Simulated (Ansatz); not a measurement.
C3H8SSi (`C=CCS[SiH3]`). The species carries charge 0 and has multiplicity 1. The structure was optimised at the PBE0-D4/def2-TZVP level. It is one conformer, not always the lowest.

```xyz
13

C    -0.035   -0.259    1.877
C    -0.772   -0.667    0.852
C    -0.217   -1.334   -0.353
S    -0.493   -0.362   -1.883
Si    0.489    1.456   -1.359
H     1.040   -0.411    1.898
H    -0.480    0.239    2.730
H    -1.844   -0.490    0.849
H     0.850   -1.532   -0.243
H    -0.723   -2.283   -0.549
H    -0.275    2.289   -0.398
H     0.631    2.190   -2.641
H     1.828    1.164   -0.781
```

What is the dipole moment at PBE/def2-TZVPP? (An estimate is asked.)

Computed: 1.39 D, with components (0.28, -0.43, 1.29) D in this frame, pointing from negative to positive charge.

And with r2SCAN, B3LYP, ωB97M-V? (An estimate is asked.)

The calculation gave: r2SCAN 1.47 D, B3LYP 1.42 D, ωB97M-V 1.44 D.

Give the Mulliken charges with PBE, r2SCAN, B3LYP in def2-TZVPP. (An estimate is asked.)

Ansatz gave: 
```
atom    PBE  r2SCAN  B3LYP
  C1  -0.18   -0.19  -0.21
  C2  -0.13   -0.11  -0.13
  C3  -0.07    0.04  -0.09
  S4  -0.21   -0.25  -0.23
 Si5   0.24    0.32   0.30
  H6   0.08    0.08   0.10
  H7   0.10    0.09   0.11
  H8   0.10    0.09   0.11
  H9   0.10    0.07   0.11
 H10   0.11    0.07   0.11
 H11  -0.04   -0.07  -0.06
 H12  -0.04   -0.06  -0.05
 H13  -0.05   -0.07  -0.07
```

B3LYP here is the variant with VWN-RPA as its local correlation; programs differ in this.
